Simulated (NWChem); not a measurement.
Molecule: H$_{2}$SeS$_{2}$; SMILES S[Se]S

```xyz
5

Se     0.0000     0.0000     0.6740
S      1.7548    -0.0435    -0.6634
H      1.8737     1.2934    -0.8447
S     -1.7548     0.0435    -0.6634
H     -1.8737    -1.2934    -0.8447
```
Atoms are numbered in this order, from 1.

Computed with NWChem. Structure relaxed at the PBE0/def2-SVP level. B3LYP is NWChem's, with the RPA form of VWN correlation. Ions are spin-unrestricted doublets at the neutral geometry; other ion states weren't tried.

For level PBE/def2-SVP:

```yaml
vertical ionisation energy, ΔSCF (eV): 9.05
"−ε(HOMO) (eV)": 5.88
```

Task: How do the values read with level B3LYP/def2-SVP instead?

Result: 
| Item | Value |
|---|---|
| vertical ionisation energy, ΔSCF (eV) | 9.29 |
| −ε(HOMO) (eV) | 6.82 |
